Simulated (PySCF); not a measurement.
SMILES C=C[SiH2]N(C)C (C₄H₁₁NSi) (GFN2-xTB optimised geometry):

```
17

Si    -0.755     0.234     0.000
C     -1.556    -0.617    -1.489
C     -2.369    -1.662    -1.431
N      0.970     0.234     0.000
C      1.714    -0.969     0.271
C      1.736     1.189    -0.758
H     -1.140    -0.471     1.225
H     -1.133     1.650     0.000
H     -1.309    -0.227    -2.472
H     -2.657    -2.098    -0.488
H     -2.790    -2.128    -2.310
H      1.983    -1.502    -0.651
H      2.640    -0.722     0.800
H      1.123    -1.636     0.893
H      2.017     0.800    -1.746
H      1.158     2.098    -0.895
H      2.657     1.436    -0.220
```

Computed with PBE0/def2-SVP (PySCF).

**Question.** What are the frontier orbital energies and the dipole moment?

**Answer.** HOMO-2 -8.85 eV, HOMO-1 -7.87 eV, HOMO -6.12 eV, LUMO -0.14 eV, LUMO+1 1.61 eV; dipole moment 0.93 D.

On the same geometry PBE/def2-SVP (PySCF) gives HOMO-2 -7.44 eV, HOMO-1 -6.69 eV, HOMO -4.79 eV, LUMO -1.13 eV, LUMO+1 0.71 eV; dipole moment 0.92 D.

Meta-Löwdin charges at PBE0/def2-SVP: Si1 0.72, C2 -0.35, C3 -0.19, N4 -0.42, C5 -0.19, C6 -0.19, H7 -0.12, H8 -0.12, H9 0.11, H10 0.10, H11 0.10, H12 0.08, H13 0.09, H14 0.10, H15 0.08, H16 0.10, H17 0.09.
